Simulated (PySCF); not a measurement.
Isomers of C6H16O2Si. Level of theory: PBE0-D3(BJ)/def2-SVP geometry optimisation, gas phase (PySCF). One conformer each; no zero-point energy, no entropy. No frequencies were run at this level. Point groups hold within 0.08 Å.

**Question.** Order them by energy at this level, lowest first, and give relative energies in kJ/mol.
A. `[CH3:1][O:2][SiH2:3][O:4][CH2:5][C:6]([CH3:7])([CH3:8])[CH3:9]` with C1–O2–Si3–O4 -68°, O2–Si3–O4–C5 -94°, Si3–O4–C5–C6 95°
B. `[CH3:1][CH2:2][O:3][Si:4]([CH3:5])([CH3:6])[O:7][CH2:8][CH3:9]` with C1–C2–O3–Si4 -179°, C2–O3–Si4–C5 71°, O3–Si4–O7–C8 53°, Si4–O7–C8–C9 -168°
C. `[CH3:1][CH:2]([CH3:3])[O:4][C:5]([CH3:6])([CH3:7])[O:8][SiH3:9]` with C1–C2–O4–C5 -108°, C2–O4–C5–C6 59°, O4–C5–O8–Si9 -72°

**Answer.** B (0.0), A (87.0), C (178.7).

As drawn, the lowest has an Si–C bond, which the highest lacks.

| SMILES | E (Eh) | E rel (kJ/mol) | dipole (D) | point group | A, B, C (MHz) |
| --- | --- | --- | --- | --- | --- |
| CCO[Si](C)(C)OCC | -677.38079 | 0.0 | 1.50 | C1 | 1561, 833.1, 675.8 |
| CO[SiH2]OCC(C)(C)C | -677.34767 | 87.0 | 0.62 | C1 | 2245, 792.7, 712.1 |
| CC(C)OC(C)(C)O[SiH3] | -677.31273 | 178.7 | 0.63 | C1 | 1767, 1020, 778.4 |

**Question.** As an exercise, what shares would exp(−E/RT) give at 2000 K from these electronic energies alone (no entropy, no degeneracies)?

**Answer.** RT = 16.629 kJ/mol: CCO[Si](C)(C)OCC 99.5 %, CO[SiH2]OCC(C)(C)C 0.5 %, CC(C)OC(C)(C)O[SiH3] under 0.1 %.
